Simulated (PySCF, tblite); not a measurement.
Isomers of C4H9F3OSi2, one GFN2-xTB conformer each. Single-point energies are computed at PBE0/pcSseg-1 (PySCF, gas phase, no added dispersion term), electronic only.

```json
{"SMILES": "O=C(CC([SiH3])[SiH3])C(F)(F)F", "GFN2-xTB relative energy (kcal/mol)": "15.2"}
{"SMILES": "C=C[Si@@H](OC[SiH3])C(F)(F)F", "GFN2-xTB relative energy (kcal/mol)": "0.0"}
```

Conformers: `[O:1]=[C:2]([CH2:3][CH:4]([SiH3:5])[SiH3:6])[C:7]([F:8])([F:9])[F:10]` with O1–C2–C3–C4 20°, C2–C3–C4–Si5 -51°; `[CH2:1]=[CH:2][Si@@H:3]([O:4][CH2:5][SiH3:6])[C:7]([F:8])([F:9])[F:10]` with C1–C2–Si3–O4 -162°, C2–Si3–O4–C5 163°, Si3–O4–C5–Si6 -132°.

Q: What does PBE0/pcSseg-1 give for the same structures?

A: 
```
                       SMILES  PBE0/pcSseg-1 E (Eh)  PBE0/pcSseg-1 (kcal/mol)  GFN2-xTB (kcal/mol)  point group
 C=C[Si@@H](OC[SiH3])C(F)(F)F           -1110.71324                       0.0                  0.0           C1
O=C(CC([SiH3])[SiH3])C(F)(F)F           -1110.70518                       5.1                 15.2           C1
```

Both levels put the same isomer lowest. As drawn, the lower has an Si–O bond and a C=C bond outside aromatic rings, which the higher lacks; the higher has a C=O bond, which the lower lacks.

Q: Which frontier levels, dipoles and rotational constants go with these structures?

A: 
```json
{"SMILES": "C=C[Si@@H](OC[SiH3])C(F)(F)F", "HOMO (eV, PBE0/pcSseg-1)": "-8.13", "LUMO (eV)": "-0.79", "dipole (D)": "2.08", "A, B, C (MHz)": "1236, 643.5, 515.5"}
{"SMILES": "O=C(CC([SiH3])[SiH3])C(F)(F)F", "HOMO (eV, PBE0/pcSseg-1)": "-8.41", "LUMO (eV)": "-1.95", "dipole (D)": "2.38", "A, B, C (MHz)": "1545, 568.2, 495.8"}
```

Q: What happens when harmonic zero-point energies from GFN2-xTB frequencies are added?

A: 
```json
{"SMILES": "C=C[Si@@H](OC[SiH3])C(F)(F)F", "ZPE (kcal/mol)": "74.2", "electronic (kcal/mol)": "0.0", "with ZPE (kcal/mol)": "0.0"}
{"SMILES": "O=C(CC([SiH3])[SiH3])C(F)(F)F", "ZPE (kcal/mol)": "72.2", "electronic (kcal/mol)": "5.1", "with ZPE (kcal/mol)": "3.1"}
```

The zero-point energies span 2.0 kcal/mol. The order is unchanged.

Q: As an exercise, what shares would exp(−E/RT) give at 2000 K from these electronic energies alone (no entropy, no degeneracies)?

A: RT = 3.974 kcal/mol: C=C[Si@@H](OC[SiH3])C(F)(F)F 78.1 %, O=C(CC([SiH3])[SiH3])C(F)(F)F 21.9 %.
